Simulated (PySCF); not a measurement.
PySCF 2.14 output of an unrestricted r2SCAN calculation on a single atom or ion in x2c-TZVPPall (11s7p7d4f2g, 113 functions), with the spin-free X2C one-electron Hamiltonian (Gaussian nucleus):

```
SCF conv_tol = 1e-09
number electrons alpha = 31  beta = 27
    J. W. Furness, A. D. Kaplan, J. Ning, J. P. Perdew, and J. Sun.,  J. Phys. Chem. Lett. 11, 8208-8215 (2020)
    J. W. Furness, A. D. Kaplan, J. Ning, J. P. Perdew, and J. Sun.,  J. Phys. Chem. Lett. 11, 9248-9248 (2020)
    J. W. Furness, A. D. Kaplan, J. Ning, J. P. Perdew, and J. Sun.,  J. Phys. Chem. Lett. 11, 8208-8215 (2020)
    J. W. Furness, A. D. Kaplan, J. Ning, J. P. Perdew, and J. Sun.,  J. Phys. Chem. Lett. 11, 9248-9248 (2020)
cycle= 1 E= -9236.36726136475  delta_E= -0.0159  |g|= 0.0861  |ddm|= 0.466
cycle= 2 E= -9236.36680473409  delta_E= 0.000457  |g|=  0.1  |ddm|= 0.159
cycle= 3 E= -9236.36819128565  delta_E= -0.00139  |g|= 0.00472  |ddm|= 0.0798
cycle= 4 E= -9236.36820390407  delta_E= -1.26e-05  |g|= 0.000942  |ddm|= 0.0172
cycle= 5 E= -9236.36821497018  delta_E= -1.11e-05  |g|= 0.000914  |ddm|= 0.0181
cycle= 6 E= -9236.36821958824  delta_E= -4.62e-06  |g|= 0.000938  |ddm|= 0.00727
cycle= 7 E= -9236.3681392723  delta_E= 8.03e-05  |g|= 0.00253  |ddm|= 0.243
cycle= 8 E= -9236.36814009316  delta_E= -8.21e-07  |g|= 0.00257  |ddm|= 0.0176
cycle= 9 E= -9236.36814156068  delta_E= -1.47e-06  |g|= 0.00254  |ddm|= 0.0133
cycle= 10 E= -9236.36814796511  delta_E= -6.4e-06  |g|= 0.00128  |ddm|= 0.0241
cycle= 11 E= -9236.36814358458  delta_E= 4.38e-06  |g|= 0.000581  |ddm|= 0.0512
cycle= 12 E= -9236.36814342381  delta_E= 1.61e-07  |g|= 0.000177  |ddm|= 0.0201
cycle= 13 E= -9236.3681434406  delta_E= -1.68e-08  |g|= 4.42e-05  |ddm|= 0.00272
cycle= 14 E= -9236.36814344377  delta_E= -3.17e-09  |g|= 1.49e-05  |ddm|= 0.000473
cycle= 15 E= -9236.36814344491  delta_E= -1.13e-09  |g|= 1.12e-05  |ddm|= 0.000177
cycle= 16 E= -9236.36814343224  delta_E= 1.27e-08  |g|= 3.53e-05  |ddm|= 0.00165
cycle= 17 E= -9236.36814338775  delta_E= 4.45e-08  |g|= 7.77e-06  |ddm|= 0.00848
cycle= 18 E= -9236.3681433801  delta_E= 7.65e-09  |g|= 6.16e-06  |ddm|= 0.00221
cycle= 19 E= -9236.36814336601  delta_E= 1.41e-08  |g|= 6.4e-06  |ddm|= 0.00717
cycle= 20 E= -9236.36814336451  delta_E= 1.49e-09  |g|= 1.86e-06  |ddm|= 0.00277
cycle= 21 E= -9236.36814336444  delta_E= 7.64e-11  |g|= 1.5e-06  |ddm|= 0.00081
converged SCF energy = -9236.36814336444  <S^2> = 6.0017309  2S+1 = 5.0006923
```

The run itself started from symmetry-adapted Hartree-Fock orbitals and held the occupation by maximum overlap, on a logarithmic radial grid, so the iterations belong to that start.

Problem. Which element, charge and spin multiplicity is this?

Solution. Pr⁺ (praseodymium, charge +1), multiplicity 5; the state was [Xe] 4f3 6s1, one real determinant.

⟨L²⟩ = 34.06 against 42 for a pure I term, so this real determinant mixes terms. Spin-orbit coupling, absent here, splits the open shell strongly.
